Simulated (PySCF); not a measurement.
Spinor energies of Ru²⁺ (ruthenium, charge +2)

Start: [Kr] 4d6; 4d3/2 filled at m_j = +3/2; 4d5/2 filled at m_j = -3/2, -1/2, +1/2, +3/2, +5/2. Calculated with PySCF 2.14 in x2c-TZVPall-2c with one added diffuse shell each of s, p, d type (9s10p8d1f, 86 functions): generalised Hartree-Fock with the X2C-1e Hamiltonian and a Gaussian nucleus; one run each with spin-orbit coupling (SO) switched off, then screened by Boettger's factors. This is a chosen level, not necessarily the ground level.

```json
{"spinor shell": "1s1/2", "electrons": "2", "ε, spin-free (eV)": "-22255.3", "ε, screened SO (eV)": "-22253.9", "weight of nominal j (screened SO)": "1.000", "rms radius, screened SO (bohr)": "0.0384"}
{"spinor shell": "2s1/2", "electrons": "2", "ε, spin-free (eV)": "-3297.1", "ε, screened SO (eV)": "-3296.6", "weight of nominal j (screened SO)": "1.000", "rms radius, screened SO (bohr)": "0.158"}
{"spinor shell": "2p1/2", "electrons": "2", "ε, spin-free (eV)": "-2948.3", "ε, screened SO (eV)": "-3038.8", "weight of nominal j (screened SO)": "1.000", "rms radius, screened SO (bohr)": "0.137"}
{"spinor shell": "2p3/2", "electrons": "4", "ε, spin-free (eV)": "-2948.3", "ε, screened SO (eV)": "-2906.0", "weight of nominal j (screened SO)": "1.000", "rms radius, screened SO (bohr)": "0.142"}
{"spinor shell": "3s1/2", "electrons": "2", "ε, spin-free (eV)": "-631.66", "ε, screened SO (eV)": "-631.52", "weight of nominal j (screened SO)": "1.000", "rms radius, screened SO (bohr)": "0.428"}
{"spinor shell": "3p1/2", "electrons": "2", "ε, spin-free (eV)": "-514.03", "ε, screened SO (eV)": "-529.97", "weight of nominal j (screened SO)": "1.000", "rms radius, screened SO (bohr)": "0.425"}
{"spinor shell": "3p3/2", "electrons": "4", "ε, spin-free (eV)": "-514.03", "ε, screened SO (eV)": "-506.50", "weight of nominal j (screened SO)": "1.000", "rms radius, screened SO (bohr)": "0.436"}
{"spinor shell": "3d3/2", "electrons": "4", "ε, spin-free (eV)": "-324.93", "ε, screened SO (eV)": "-327.79", "weight of nominal j (screened SO)": "0.978", "rms radius, screened SO (bohr)": "0.416"}
{"spinor shell": "3d5/2", "electrons": "6", "ε, spin-free (eV)": "-324.93", "ε, screened SO (eV)": "-322.86", "weight of nominal j (screened SO)": "0.985", "rms radius, screened SO (bohr)": "0.420"}
{"spinor shell": "4s1/2", "electrons": "2", "ε, spin-free (eV)": "-113.86", "ε, screened SO (eV)": "-113.81", "weight of nominal j (screened SO)": "1.000", "rms radius, screened SO (bohr)": "1.09"}
{"spinor shell": "4p1/2", "electrons": "2", "ε, spin-free (eV)": "-78.360", "ε, screened SO (eV)": "-83.901", "weight of nominal j (screened SO)": "0.715", "rms radius, screened SO (bohr)": "1.20"}
{"spinor shell": "4p3/2", "electrons": "4", "ε, spin-free (eV)": "-78.360", "ε, screened SO (eV)": "-75.623", "weight of nominal j (screened SO)": "0.858", "rms radius, screened SO (bohr)": "1.21"}
{"spinor shell": "4d5/2", "electrons": "5", "ε, spin-free (eV)": "-31.185", "ε, screened SO (eV)": "-31.841", "weight of nominal j (screened SO)": "0.562", "rms radius, screened SO (bohr)": "1.63"}
{"spinor shell": "4d3/2", "electrons": "1", "ε, spin-free (eV)": "-31.185", "ε, screened SO (eV)": "-27.896", "weight of nominal j (screened SO)": "0.765", "rms radius, screened SO (bohr)": "1.69"}
```

| quantity | spin-free | screened SO |
| --- | --- | --- |
| E (hartree) | -4526.88820 | -4527.53595 |
| M_J | 4 | 4 |
| ⟨J²⟩ | 20.011 | 20.014 |
| ⟨L²⟩ | 6.009 | 6.078 |
| ⟨S²⟩ | 6.003 | 5.974 |

Each row is a mean over spinors that exchange with the open shell spreads, by up to 9.201 eV (4p3/2).

Rows whose weight is well below 1 are mixtures of j = l ± 1/2: exchange outweighs spin-orbit coupling there, and the label is only the starting occupation.

Breit and QED terms are absent; they matter most for the inner s and p1/2 levels.

Densities and radii are taken from the X2C orbitals without a picture-change correction, which distorts them close to the nucleus.

Without spin-orbit coupling the j labels of p, d and f shells carry no meaning; the spin-free column gives the mean over the occupied spinors of each nl shell.
